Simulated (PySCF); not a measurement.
# Dipole response of V (vanadium, neutral)

[Ar] 3d4 4s1, high-spin 6D determinant (an excited configuration). Calculation: PySCF 2.14, in aug-cc-pwCVTZ; no relativity, point nucleus. Coupled (time-dependent) response in atomic units; α is the mean over directions.

```csv
method,mean α (bohr³),"α xx, yy, zz",C₆ (like pair),S(−4)
UHF,131.0,"131.9, 131.9, 129.2",1313,15120
PBE,87.26,"85.44, 85.44, 90.89",766.3,6814
```

S(−4) is the Cauchy moment in α(ω) = α(0) + S(−4) ω² + …

α(iu) at UHF:

```json
{"u (hartree)": "0", "α(iu) (bohr³)": "131.0"}
{"u (hartree)": "0.0500", "α(iu) (bohr³)": "102.4"}
{"u (hartree)": "0.100", "α(iu) (bohr³)": "64.22"}
{"u (hartree)": "0.200", "α(iu) (bohr³)": "28.91"}
{"u (hartree)": "0.300", "α(iu) (bohr³)": "17.01"}
{"u (hartree)": "0.500", "α(iu) (bohr³)": "8.891"}
{"u (hartree)": "0.750", "α(iu) (bohr³)": "5.418"}
{"u (hartree)": "1.00", "α(iu) (bohr³)": "3.818"}
{"u (hartree)": "1.50", "α(iu) (bohr³)": "2.300"}
{"u (hartree)": "2.00", "α(iu) (bohr³)": "1.569"}
{"u (hartree)": "3.00", "α(iu) (bohr³)": "0.8741"}
{"u (hartree)": "5.00", "α(iu) (bohr³)": "0.3905"}
```

The components differ because the open shell of this determinant is not spherical; for a pure term their mean is the scalar polarisability.
